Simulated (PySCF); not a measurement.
Radial density of As(2+) (arsenic, charge +2)

BHandHLYP, [Ar] 3d10 4s2 5s1, 2S determinant (an excited configuration). Computed with PySCF 2.14 in dyall-av3z, with the spin-free X2C one-electron Hamiltonian (Gaussian nucleus).

```
r (bohr)  4πr²ρ (e/bohr)  4πr²(ρα − ρβ)
0.000798          0.3160         0.0001
 0.00134          0.7890         0.0001
 0.00226           1.930         0.0003
 0.00380           4.551         0.0008
 0.00639           10.07         0.0017
  0.0107           20.01         0.0033
  0.0181           33.10         0.0050
  0.0304           40.77         0.0043
  0.0511           35.29         0.0003
  0.0860           35.85         0.0046
   0.145           47.73         0.0137
   0.243           29.67        -0.0022
   0.409           28.63         0.0312
   0.688           22.94        -0.0026
    1.16           5.363         0.1036
    1.95           1.346         0.0070
    3.28          0.3806         0.2725
    5.51          0.1516         0.1513
    9.27        0.003193         0.0032
```

Densities and radii are taken from the X2C orbitals without a picture-change correction, which distorts them close to the nucleus.

The outer electron is Rydberg-like, and this basis confines it to a smaller radius and binds it less than a complete one would.

(1) Where is the radial spin density 4πr²(ρα − ρβ) most negative, and why is it negative at all?

## Answers

(1) Around r = 0.688 bohr, down to -0.0026 e/bohr: exchange with the open shell polarises the paired shells in an unrestricted calculation.
